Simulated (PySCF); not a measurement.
C4H6F2O2.
Z-matrix (Å and degrees, PBE0-D3(BJ)/def2-SVP geometry), rows numbered from 1:
```
F 
C   1  1.3662
C   2  1.5192  1  109.42
O   3  1.3957  2  112.79  1   -68.35
C   4  1.4069  3  108.68  2  -100.44
C   5  1.5280  4  104.55  3    -3.93
F   6  1.3767  5  109.75  4   104.44
O   6  1.3723  5  104.32  4   -14.21
H   2  1.1028  1  109.64  3   119.40
H   2  1.1020  1  109.87  3  -120.88
H   3  1.1028  2  109.68  1    53.46
H   5  1.1021  4  111.98  3   115.05
H   5  1.1022  4  109.65  3  -123.88
H   6  1.0998  5  115.77  4  -134.24
```

Level: CAM-B3LYP/def2-SVPD in PySCF, non-relativistic, on one gas-phase PBE0-D3(BJ)/def2-SVP geometry that isn't relaxed in the solvent. The solvent is an IEF-PCM continuum (Bondi radii, 1.10 Å for H, scaled by 1.2), and excitations are vertical TDDFT with non-equilibrium linear response and a frozen core. The model holds no explicit solvent molecules, cavitation or dispersion.

Gas-phase singlets (H = HOMO, L = LUMO):

```tsv
state	E (eV)	λ (nm)	f	leading configurations
S1	7.671	162	0.005	H→L 83%
S2	8.272	150	0.017	H→L+1 65%, H→L+2 13%
S3	8.498	146	0.019	H→L+2 71%
S4	8.682	143	0.016	H→L+3 40%, H-1→L 17%
S5	8.896	139	0.006	H→L+4 55%, H→L+5 15%
```

What are the lowest 5 singlets in dimethylsulfoxide (ε = 46.83)?

```
state  E (eV)  λ (nm)      f  leading configurations  change by rank (eV)
   S1   7.686     161  0.004      H→L 81%, H→L+2 10%               +0.015
   S2   8.141     152  0.017               H→L+1 82%               -0.131
   S3   8.604     144  0.007    H→L+2 59%, H→L+3 14%               +0.106
   S4   8.682     143  0.027    H→L+3 56%, H-1→L 18%                0.000
   S5   9.019     137  0.016    H→L+4 50%, H→L+6 13%               +0.123
```

Give the list for water (ε = 78.36), n² = 1.78.

```json
{"state": "S1", "E (eV)": "7.689", "λ (nm)": "161", "f": "0.004", "leading configurations": "H→L 81%, H→L+2 10%", "change by rank (eV)": "+0.018"}
{"state": "S2", "E (eV)": "8.142", "λ (nm)": "152", "f": "0.016", "leading configurations": "H→L+1 83%", "change by rank (eV)": "-0.130"}
{"state": "S3", "E (eV)": "8.610", "λ (nm)": "144", "f": "0.006", "leading configurations": "H→L+2 60%, H→L+3 12%", "change by rank (eV)": "+0.112"}
{"state": "S4", "E (eV)": "8.687", "λ (nm)": "143", "f": "0.026", "leading configurations": "H→L+3 59%, H-1→L 18%", "change by rank (eV)": "+0.005"}
{"state": "S5", "E (eV)": "9.024", "λ (nm)": "137", "f": "0.015", "leading configurations": "H→L+4 50%, H→L+6 14%", "change by rank (eV)": "+0.128"}
```

How do the frontier levels move from gas to water?

```
orbital  gas (eV)  solvent (eV)  change (eV)                    Löwdin shares, gas              Löwdin shares, solvent
 LUMO+2      1.91          2.11        +0.20  O8 19 %, H11 12 %, H12 11 %, O4 10 %  F7 21 %, O4 18 %, O8 13 %, H11 8 %
 LUMO+1      1.78          1.82        +0.04     C2 21 %, F1 14 %, H9 12 %, O4 9 %  F1 22 %, C2 13 %, O4 13 %, O8 12 %
   LUMO      1.14          1.40        +0.26  C5 16 %, C6 14 %, H13 12 %, H14 11 %  C5 12 %, O8 11 %, O4 11 %, C2 11 %
   HOMO     -9.53         -9.36        +0.17     O4 43 %, C2 11 %, C3 10 %, C5 8 %   O4 43 %, C2 10 %, C3 10 %, C5 9 %
 HOMO-1    -10.91        -10.78        +0.13      O8 42 %, O4 20 %, F7 6 %, C3 6 %    O8 42 %, O4 18 %, F7 6 %, C3 6 %
 HOMO-2    -11.32        -11.16        +0.16    F1 20 %, F7 14 %, O4 12 %, C2 11 %  F7 17 %, C6 14 %, C5 13 %, F1 11 %
 HOMO-3    -11.81        -11.71        +0.10    F1 24 %, O8 13 %, C2 12 %, C5 11 %   F1 27 %, C2 17 %, O8 13 %, H9 8 %
```

The HOMO–LUMO gap goes from 10.67 to 10.76 eV. Rows go by rank; for HOMO-2, LUMO, LUMO+1 and LUMO+2 the atom shares or the degeneracy differ between the runs, so the row needn't follow one orbital.

Rough CPU time on one thread of a shared machine: about 50 s. This is the whole response run at CAM-B3LYP/def2-SVPD in water, SCF included.
